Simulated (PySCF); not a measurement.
H9NSi3, charge +1, doublet, at a GFN2-xTB geometry (a state made from the parent by changing its charge; the spin is typed, not shown lowest); CCSD/STO-3G in PySCF.

Here is a job for PySCF.
```python
from pyscf import gto, scf, cc

mol = gto.M(
    atom='''
Si    0.271109    1.684408    0.471366
N    -0.009440   -0.003682   -0.005913
Si   -1.641802   -0.539153   -0.459355
Si    1.342234   -1.156536   -0.030149
H    -1.014504    2.364339    0.411211
H     0.857386    1.564533    1.810033
H     1.268925    2.144195   -0.500486
H    -1.991107    0.352182   -1.570486
H    -1.548433   -1.951545   -0.799185
H    -2.439167   -0.231635    0.732508
H     0.904305   -2.203464    0.899247
H     1.343522   -1.646979   -1.412096
H     2.534140   -0.425295    0.374025
''',
    basis='sto-3g',
    charge=1,
    spin=1,
    verbose=4,
)

mf = scf.UHF(mol)
mf.kernel()

mycc = cc.CCSD(mf)
mycc.direct = True
mycc.kernel()
print('E(CCSD) = %.10f' % mycc.e_tot)
```

### Question
What does PySCF print? Leave out banner, timings and long lists.

### Answer

```
PySCF version 2.14.0

[INPUT] verbose = 4
[INPUT] num. atoms = 13
[INPUT] num. electrons = 57
[INPUT] charge = 1
[INPUT] spin (= nelec alpha-beta = 2S) = 1
[INPUT] symmetry False subgroup None
[INPUT] Mole.unit = angstrom
[INPUT] Symbol           X                Y                Z      unit          X                Y                Z       unit  Magmom
[...]
nuclear repulsion = 289.701125154146
number of shells = 27
number of NR pGTOs = 123
number of NR cGTOs = 41
basis = sto-3g
ecp = {}

******** <class 'pyscf.scf.uhf.UHF'> ********
method = UHF
initial guess = minao
damping factor = 0
level_shift factor = 0
DIIS = <class 'pyscf.scf.diis.CDIIS'>
diis_start_cycle = 1
diis_space = 8
diis_damp = 0
SCF conv_tol = 1e-09
SCF conv_tol_grad = None
SCF max_cycles = 50
direct_scf = True
direct_scf_tol = 1e-13
number electrons alpha = 29  beta = 28
Set gradient conv threshold to 3.16228e-05
init E= -915.169744491411

cycle= 1 E= -915.628917567953  delta_E= -0.459  |g|= 0.196  |ddm|= 2.69
cycle= 2 E= -915.686066390749  delta_E= -0.0571  |g|= 0.0944  |ddm|= 0.388
cycle= 3 E= -915.697070777132  delta_E= -0.011  |g|= 0.0354  |ddm|= 0.173
cycle= 4 E= -915.699726763117  delta_E= -0.00266  |g|= 0.00987  |ddm|= 0.0881
cycle= 5 E= -915.699928677987  delta_E= -0.000202  |g|= 0.0039  |ddm|= 0.0278
cycle= 6 E= -915.699961392125  delta_E= -3.27e-05  |g|= 0.00137  |ddm|= 0.014
cycle= 7 E= -915.699965803205  delta_E= -4.41e-06  |g|= 0.000257  |ddm|= 0.00661
cycle= 8 E= -915.699965912199  delta_E= -1.09e-07  |g|= 0.000115  |ddm|= 0.000779
cycle= 9 E= -915.699965946793  delta_E= -3.46e-08  |g|= 4.69e-05  |ddm|= 0.00061
cycle= 10 E= -915.699965949325  delta_E= -2.53e-09  |g|= 7.21e-06  |ddm|= 0.000131
cycle= 11 E= -915.699965949422  delta_E= -9.69e-11  |g|= 2.41e-06  |ddm|= 2.26e-05
Extra cycle  E= -915.699965949433  delta_E= -1.09e-11  |g|= 1.63e-06  |ddm|= 4.82e-06
converged SCF energy = -915.699965949433  <S^2> = 0.76357847  2S+1 = 2.0135327

******** <class 'pyscf.cc.uccsd.UCCSD'> ********
CC2 = 0
CCSD nocc = (np.int64(29), np.int64(28)), nmo = (41, 41)
max_cycle = 50
direct = 1
conv_tol = 1e-07
conv_tol_normt = 1e-06
diis_space = 6
diis_start_cycle = 0
diis_start_energy_diff = 1e+09
Init t2, MP2 energy = -0.168043433774342
Init E_corr(UCCSD) = -0.16804343377731
cycle = 1  E_corr(UCCSD) = -0.206908696554845  dE = -0.0388652628  norm(t1,t2) = 0.0907766
cycle = 2  E_corr(UCCSD) = -0.221434443027193  dE = -0.0145257465  norm(t1,t2) = 0.0360229
cycle = 3  E_corr(UCCSD) = -0.230639831934242  dE = -0.00920538891  norm(t1,t2) = 0.017492
cycle = 4  E_corr(UCCSD) = -0.230818430662064  dE = -0.000178598728  norm(t1,t2) = 0.0056794
cycle = 5  E_corr(UCCSD) = -0.230826253213076  dE = -7.82255101e-06  norm(t1,t2) = 0.00152059
cycle = 6  E_corr(UCCSD) = -0.230844039429347  dE = -1.77862163e-05  norm(t1,t2) = 0.000589628
cycle = 7  E_corr(UCCSD) = -0.230836176420575  dE = 7.86300877e-06  norm(t1,t2) = 0.000233264
cycle = 8  E_corr(UCCSD) = -0.230838801134207  dE = -2.62471363e-06  norm(t1,t2) = 8.78488e-05
cycle = 9  E_corr(UCCSD) = -0.230839569647573  dE = -7.68513366e-07  norm(t1,t2) = 3.43302e-05
cycle = 10  E_corr(UCCSD) = -0.230839699468693  dE = -1.29821119e-07  norm(t1,t2) = 1.18654e-05
cycle = 11  E_corr(UCCSD) = -0.230839399170235  dE = 3.00298458e-07  norm(t1,t2) = 3.10875e-06
cycle = 12  E_corr(UCCSD) = -0.230839182999146  dE = 2.16171089e-07  norm(t1,t2) = 1.25367e-06
cycle = 13  E_corr(UCCSD) = -0.230839112260788  dE = 7.0738358e-08  norm(t1,t2) = 5.56875e-07
UCCSD converged
E(UCCSD) = -915.9308050616937  E_corr = -0.230839112260788
E(CCSD) = -915.9308050617
```
